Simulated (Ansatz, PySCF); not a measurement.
Ge(Et)(OH)3 (C2H8GeO3), SMILES [OH][Ge]([OH])([CH2]C)[OH]. Atoms are numbered in the order given.

```xyz
14

C     -2.5267     0.3708     0.4094
C     -1.2952    -0.2598     1.0666
Ge     0.3018    -0.0470    -0.0299
O      0.7480     1.6497    -0.3247
O      1.6312    -0.9236     0.7734
O      0.1074    -0.6309    -1.6990
H     -2.3814     1.4503     0.2443
H     -2.7242    -0.0814    -0.5750
H     -3.4274     0.2421     1.0306
H     -1.0860     0.1859     2.0533
H     -1.4334    -1.3400     1.2381
H      0.7426     2.1727     0.4874
H      2.4791    -0.7658     0.3351
H      0.1507    -1.5947    -1.7485
```

Coordinates come from a B3LYP-D3(BJ)/def2-SVP optimisation. Other conformers were not sampled.

Two levels are set side by side: PBE-D3(BJ)/def2-SVP (Ansatz, a first-principles code) and B3LYP-D3(BJ)/def2-SVP (Ansatz). Each level has its own optimised geometry; the coordinates shown are those of the second. Frequencies come from the Hessian of PySCF at each geometry. Differences are taken from unrounded values.

| quantity | B3LYP-D3(BJ) |
|---|---|
| mean bond length (Å) | 1.325 |
| bond C1–C2 (Å) | 1.532 |
| bond C2–Ge3 (Å) | 1.949 |
| bond Ge3–O4 (Å) | 1.779 |
| bond Ge3–O5 (Å) | 1.784 |
| bond Ge3–O6 (Å) | 1.779 |
| bond C1–H7 (Å) | 1.102 |
| bond C1–H8 (Å) | 1.101 |
| bond C1–H9 (Å) | 1.102 |
| bond C2–H10 (Å) | 1.103 |
| bond C2–H11 (Å) | 1.102 |
| bond O4–H12 (Å) | 0.966 |
| bond O5–H13 (Å) | 0.967 |
| bond O6–H14 (Å) | 0.966 |
| highest harmonic wavenumber (cm⁻¹) | 3848 |
| mean harmonic wavenumber (cm⁻¹) | 1291 |
| zero-point energy (kcal/mol) | 66.44 |

Question: What does PBE-D3(BJ) give, and how far is it from B3LYP-D3(BJ)? (Estimate from the structure and the level; the computed values follow.)

Answer: 
```json
[
 {"quantity": "mean bond length (Å)", "PBE-D3(BJ)": "1.335", "PBE-D3(BJ) minus B3LYP-D3(BJ)": "0.009"},
 {"quantity": "bond C1–C2 (Å)", "PBE-D3(BJ)": "1.532", "PBE-D3(BJ) minus B3LYP-D3(BJ)": "0.000"},
 {"quantity": "bond C2–Ge3 (Å)", "PBE-D3(BJ)": "1.957", "PBE-D3(BJ) minus B3LYP-D3(BJ)": "0.008"},
 {"quantity": "bond Ge3–O4 (Å)", "PBE-D3(BJ)": "1.794", "PBE-D3(BJ) minus B3LYP-D3(BJ)": "0.015"},
 {"quantity": "bond Ge3–O5 (Å)", "PBE-D3(BJ)": "1.799", "PBE-D3(BJ) minus B3LYP-D3(BJ)": "0.015"},
 {"quantity": "bond Ge3–O6 (Å)", "PBE-D3(BJ)": "1.794", "PBE-D3(BJ) minus B3LYP-D3(BJ)": "0.015"},
 {"quantity": "bond C1–H7 (Å)", "PBE-D3(BJ)": "1.109", "PBE-D3(BJ) minus B3LYP-D3(BJ)": "0.007"},
 {"quantity": "bond C1–H8 (Å)", "PBE-D3(BJ)": "1.109", "PBE-D3(BJ) minus B3LYP-D3(BJ)": "0.008"},
 {"quantity": "bond C1–H9 (Å)", "PBE-D3(BJ)": "1.109", "PBE-D3(BJ) minus B3LYP-D3(BJ)": "0.007"},
 {"quantity": "bond C2–H10 (Å)", "PBE-D3(BJ)": "1.110", "PBE-D3(BJ) minus B3LYP-D3(BJ)": "0.008"},
 {"quantity": "bond C2–H11 (Å)", "PBE-D3(BJ)": "1.110", "PBE-D3(BJ) minus B3LYP-D3(BJ)": "0.008"},
 {"quantity": "bond O4–H12 (Å)", "PBE-D3(BJ)": "0.975", "PBE-D3(BJ) minus B3LYP-D3(BJ)": "0.009"},
 {"quantity": "bond O5–H13 (Å)", "PBE-D3(BJ)": "0.976", "PBE-D3(BJ) minus B3LYP-D3(BJ)": "0.009"},
 {"quantity": "bond O6–H14 (Å)", "PBE-D3(BJ)": "0.975", "PBE-D3(BJ) minus B3LYP-D3(BJ)": "0.009"},
 {"quantity": "highest harmonic wavenumber (cm⁻¹)", "PBE-D3(BJ)": "3736", "PBE-D3(BJ) minus B3LYP-D3(BJ)": "-112"},
 {"quantity": "mean harmonic wavenumber (cm⁻¹)", "PBE-D3(BJ)": "1258", "PBE-D3(BJ) minus B3LYP-D3(BJ)": "-33"},
 {"quantity": "zero-point energy (kcal/mol)", "PBE-D3(BJ)": "64.74", "PBE-D3(BJ) minus B3LYP-D3(BJ)": "-1.70"}
]
```

GGA bonds tend to be longer and softer than those of functionals with exact exchange. Differences between two approximate levels are no errors against the true value.
